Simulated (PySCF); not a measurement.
C₂H₅ClSi. Atoms are numbered in the order given.

```xyz
9

Si    -0.3870     1.6775     0.0000
C      1.1061     0.5349     0.0000
C      1.0080    -0.7947     0.0000
Cl    -0.5239    -1.6100     0.0000
H     -1.2204     1.4504     1.2145
H     -1.2204     1.4504    -1.2145
H      0.0993     3.0875     0.0000
H      2.1242     0.9418     0.0000
H      1.8559    -1.4865     0.0000
```

Geometry: ωB97X-D3(BJ)/def2-SVP. The structure was generated by enumeration; whether it is a known compound was not checked.

Level of theory: TDA-B3LYP/def2-SVPD (PySCF 2.14.0).

Vertical excitations.  State labels are in the subgroup Cs.

```
state  symmetry  energy (eV)  λ (nm)      f                          main pairs
-----  --------  -----------  ------  -----  ----------------------------------
S1           A'         6.38     194  0.281                      HOMO→LUMO 87 %
S2           A"         6.46     192  0.001                    HOMO−1→LUMO 96 %
S3           A"         6.57     189  0.004  HOMO→LUMO+1 76 %, HOMO→LUMO+2 19 %
S4           A"         6.80     182  0.000  HOMO→LUMO+2 79 %, HOMO→LUMO+1 19 %
S5           A"         7.00     177  0.000                    HOMO−2→LUMO 94 %
S6           A"         7.29     170  0.001  HOMO→LUMO+3 61 %, HOMO−4→LUMO 34 %
S7           A"         7.37     168  0.006  HOMO−4→LUMO 61 %, HOMO→LUMO+3 34 %
S8           A"         7.60     163  0.006                    HOMO→LUMO+4 93 %
S9           A'         7.61     163  0.058                    HOMO−3→LUMO 95 %
S10          A'         7.93     156  0.002                  HOMO−1→LUMO+1 84 %
T1           A'         3.95     314      0                      HOMO→LUMO 94 %
T2           A"         6.16     201      0  HOMO→LUMO+1 73 %, HOMO→LUMO+2 16 %
T3           A"         6.19     200      0  HOMO−1→LUMO 74 %, HOMO−2→LUMO 24 %
T4           A"         6.57     189      0  HOMO−2→LUMO 73 %, HOMO−1→LUMO 23 %
```
Triplets are in the Tamm–Dancoff approximation.
